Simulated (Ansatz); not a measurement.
The same ligand exchange along the group Al, Ga, In.

Gas-phase electronic energies from Ansatz, PBE0-D4/def2-TZVP geometries. CCSD(T)/CBS is the MP2 limit (def2-TZVPP, def2-QZVPP) plus CCSD(T) − MP2 in def2-TZVPP, frozen cores. This one scheme is used for every species. Functionals use def2-TZVPP. Elements past krypton have def2 core potentials. For Br, Ga, In outer-core shells are correlated without core-valence functions, which leaves a few kJ/mol of doubt a bond. Scalar relativity is left out up to krypton. Each species was taken in one conformer, which may not be the lowest.

```json
{"reaction": "`[OH][Al]([F])[SH]` + HBr → `[OH][Al]([F])[Br]` + H₂S", "r2SCAN-D4 (kcal/mol)": "-10.9", "PBE0-D4 (kcal/mol)": "-10.6", "ωB97M-V (kcal/mol)": "-11.2", "CCSD/CBS(def2) (kcal/mol)": "-11.8"}
{"reaction": "`[OH][Ga]([F])[SH]` + HBr → `[OH][Ga]([F])[Br]` + H₂S", "r2SCAN-D4 (kcal/mol)": "-7.0", "PBE0-D4 (kcal/mol)": "-6.9", "ωB97M-V (kcal/mol)": "-7.2", "CCSD/CBS(def2) (kcal/mol)": "-7.2"}
{"reaction": "`[OH][In]([F])[SH]` + HBr → `[OH][In]([F])[Br]` + H₂S", "r2SCAN-D4 (kcal/mol)": "-7.9", "PBE0-D4 (kcal/mol)": "-7.8", "ωB97M-V (kcal/mol)": "-8.1", "CCSD/CBS(def2) (kcal/mol)": "-8.7"}
```

Q: Give the CCSD(T)/CBS values in the same order. (Best estimate.)

A: Ansatz gave: -11.4, -6.9, -8.3 kcal/mol.

Largest T1 diagnostic: 0.016, for `[OH][In]([F])[SH]`.
